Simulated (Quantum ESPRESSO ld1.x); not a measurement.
Values are calculated unless marked as measured or tabulated.
Nb II, configuration [Kr] 4d3 5s1 (not the ground configuration). Level of theory: scalar-relativistic Kohn-Sham, LDA (Slater exchange, Perdew-Zunger correlation), spin-polarised, spherical densities, point nucleus; open shells are filled with parallel spins first (ld1.x of Quantum ESPRESSO 7.5).

Radial electron density D(r) = 4 pi r^2 rho(r):

```
   r/bohr * D(r) (the largest magnitude, 63.4, reaches the edge; | marks zero)
 0.004474 |        *
 0.005166 |          *
 0.005967 |            *
 0.006891 |               *
 0.007958 |                   *
 0.009191 |                      *
  0.01061 |                          *
  0.01236 |                               *
  0.01427 |                                   *
  0.01648 |                                      *
  0.01903 |                                         *
  0.02198 |                                           *
  0.02539 |                                            *
  0.02932 |                                           *
  0.03386 |                                          *
   0.0391 |                                       *
  0.04516 |                                     *
  0.05215 |                                     *
  0.06023 |                                      *
  0.06956 |                                          *
  0.08033 |                                              *
  0.09278 |                                                   *
   0.1071 |                                                      *
   0.1237 |                                                     *
   0.1429 |                                                 *
    0.165 |                                          *
   0.1906 |                                    *
   0.2201 |                                 *
   0.2542 |                                  *
   0.2936 |                                      *
   0.3391 |                                        *
   0.3916 |                                       *
   0.4522 |                                  *
   0.5223 |                         *
   0.6032 |                 *
   0.6966 |           *
   0.8045 |        *
   0.9291 |        *
    1.073 |        *
    1.249 |       *
    1.443 |     *
    1.666 |    *
    1.924 |  *
    2.222 | *
    2.566 |*
    2.964 |*
    3.423 |*
    3.953 *
    4.565 *
    5.272 *
    6.089 *
    7.032 *
    8.121 *
    9.379 *
```

D(r) has 4 maxima, at r = 0.0254, 0.112, 0.353, 0.975 bohr, and minima at 0.0513, 0.227, 0.937 bohr, inside which lie 2.04, 11.08, 29.78 electrons.
